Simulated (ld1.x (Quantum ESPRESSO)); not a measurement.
## Which change was made? (O, PAW)

oxygen (O), PAW, made with ld1.x (Quantum ESPRESSO) 7.5 (PBEsol, scalar-relativistic). Core [He], reference 2s2 2p4. Waves: 2s (bound): rcut 0.80, rcutus 1.00 bohr; 2s channel at -0.85 Ry: rcut 0.80, rcutus 1.00 bohr; 2p (bound): rcut 1.25, rcutus 1.40 bohr; 2p channel at 0.5 Ry: rcut 1.25, rcutus 1.40 bohr. Local part: all-electron potential smoothed inside 1.15 bohr (lloc = -2). Core correction: Bessel-smoothed model core inside 0.65 bohr. Augmentation charge: PSQ, inside the norm-conserving radii.

Cutoffs, loose and tight: the cutoffs (Ry, on a coarse ladder) from which the occupation-weighted sum of valence levels, in a spherical-Bessel basis at the reference potential, stays within 10 and 1 mRy of its value at 400 Ry. They do not see the model core or the augmentation charge, which bear on the density cutoff. Test errors are all-electron minus pseudo excitation energies from the reference, over the configurations 2s2 2p3; 2s2 2p2; 2s2 2p1; 2s2 2p0; 2s1 2p5; 2s1 2p4; 2s2 2p3.5; variants that change the core or the reference have their own tests.

The base gives: outcome: generated; cutoff, loose: 35 Ry; cutoff, tight: 60 Ry; bound ghosts: none; largest test error (meV): -3.9.

Question: After one change the result is: outcome: generated; cutoff, loose: 35 Ry; cutoff, tight: 60 Ry; bound ghosts: none; largest test error (meV): -13. Which change was it?
A. waves 2s (bound): rcut 0.80, rcutus 1.04 bohr; 2s channel at -0.85 Ry: rcut 0.80, rcutus 1.04 bohr
B. waves 2s (bound): rcut 0.80, rcutus 1.54 bohr; 2s channel at -0.85 Ry: rcut 0.80, rcutus 1.54 bohr
C. waves 2s (bound): rcut 0.80, rcutus 1.30 bohr; 2s channel at -0.85 Ry: rcut 0.80, rcutus 1.30 bohr
D. waves 2s (bound): rcut 0.80, rcutus 0.94 bohr; 2s channel at -0.85 Ry: rcut 0.80, rcutus 0.94 bohr
E. waves 2s (bound): rcut 0.70, rcutus 0.74 bohr; 2s channel at -0.85 Ry: rcut 0.70, rcutus 0.74 bohr

Answer: D. The others give: waves 2s (bound): rcut 0.80, rcutus 1.04 bohr; 2s channel at -0.85 Ry: rcut 0.80, rcutus 1.04 bohr → outcome: generated; cutoff, loose: 35 Ry; cutoff, tight: 60 Ry; bound ghosts: none; largest test error (meV): +4.1 | waves 2s (bound): rcut 0.70, rcutus 0.74 bohr; 2s channel at -0.85 Ry: rcut 0.70, rcutus 0.74 bohr → outcome: generated; cutoff, loose: 60 Ry; cutoff, tight: 80 Ry; bound ghosts: none; largest test error (meV): -12 | waves 2s (bound): rcut 0.80, rcutus 1.30 bohr; 2s channel at -0.85 Ry: rcut 0.80, rcutus 1.30 bohr → outcome: generated; cutoff, loose: 35 Ry; cutoff, tight: 60 Ry; bound ghosts: none; largest test error (meV): +66 | waves 2s (bound): rcut 0.80, rcutus 1.54 bohr; 2s channel at -0.85 Ry: rcut 0.80, rcutus 1.54 bohr → outcome: generated; cutoff, loose: 35 Ry; cutoff, tight: 55 Ry; bound ghosts: none; largest test error (meV): +232.
